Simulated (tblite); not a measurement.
C7H3N3Si.
SMILES: `N#CC(=C(C#C[SiH3])C#N)C#N`

Structure optimised with GFN2-xTB, isolated species.

Masses are those of the commonest isotopes; rigid-rotor values at the optimised geometry. 

(1) What are A, B and C (MHz)?

(2) Classify the top.

(3) What does the inertial defect say?

(4) Give the other two planar moments, Paa and Pbb, and the rms extents of the mass along the axes.

(5) Give the coordinates in the principal-axis frame, origin at the centre of mass.

(6) List the rotational levels J(Ka,Kc) to J = 3 (MHz).

Answers

(1) Ia = 342.78, Ib = 939.09, Ic = 1275.92 u·Å²; 505379 MHz·u·Å²/I gives A = 1474, B = 538.2, C = 396.1 MHz.

(2) An asymmetric top; Ray's κ = -0.736.

(3) Not planar: Δ = Ic − Ia − Ib = -5.95 u·Å². For a rigid frame Δ = −2 Σ m c², so Σ m c² = 2.97 u·Å² lies off the ab plane, practically all of it from hydrogen. The atom farthest from that plane is 1.34 Å away.

(4) Paa = Σ m a² = (Ib + Ic − Ia)/2 = 936.12 and Pbb = Σ m b² = (Ia + Ic − Ib)/2 = 339.80 u·Å². With the mass M = 157.01 u, the rms extents √(P/M) along a, b and c are 2.44, 1.47, 0.14 Å.

(5) The sense of each axis is arbitrary; atoms in the order of the calculation.
| atom | mass (u) | a (Å) | b (Å) | c (Å) |
| --- | --- | --- | --- | --- |
| N1 | 14.003 | 0.517 | -2.936 | 0.000 |
| C2 | 12.000 | 0.899 | -1.856 | -0.003 |
| C3 | 12.000 | 1.370 | -0.524 | -0.004 |
| C4 | 12.000 | 2.772 | -0.348 | 0.002 |
| N5 | 14.003 | 3.909 | -0.215 | 0.008 |
| C6 | 12.000 | 0.502 | 0.534 | -0.005 |
| C7 | 12.000 | 0.984 | 1.867 | -0.002 |
| N8 | 14.003 | 1.353 | 2.951 | 0.001 |
| C9 | 12.000 | -0.894 | 0.371 | -0.006 |
| C10 | 12.000 | -2.098 | 0.238 | -0.004 |
| Si11 | 27.977 | -3.939 | -0.014 | 0.004 |
| H12 | 1.008 | -4.400 | 0.336 | -1.339 |
| H13 | 1.008 | -4.165 | -1.420 | 0.326 |
| H14 | 1.008 | -4.469 | 0.889 | 1.025 |

(6) Above 0(0,0):
J = 1: 1(0,1) 934, 1(1,1) 1870, 1(1,0) 2013
J = 2: 2(0,2) 2788, 2(1,2) 3597, 2(1,1) 4023, 2(2,1) 6832, 2(2,0) 6847
J = 3: 3(0,3) 5532, 3(1,3) 6178, 3(1,2) 7029, 3(2,2) 9634, 3(2,1) 9708, 3(3,1) 14680, 3(3,0) 14681
Those of J = 1 are B + C, A + C and A + B.

Its lowest GFN2-xTB frequency is 11 cm⁻¹, too small to tell a flat minimum from a shallow saddle. No vibrational averaging or centrifugal distortion is included, and the geometry carries the error of its method.

The run took 0.25 s on one thread, Arm Neoverse V2 (aarch64), shared host with 32 logical CPUs at a one-minute load of 16. This is the geometry optimisation.

All values are computed, not measured.
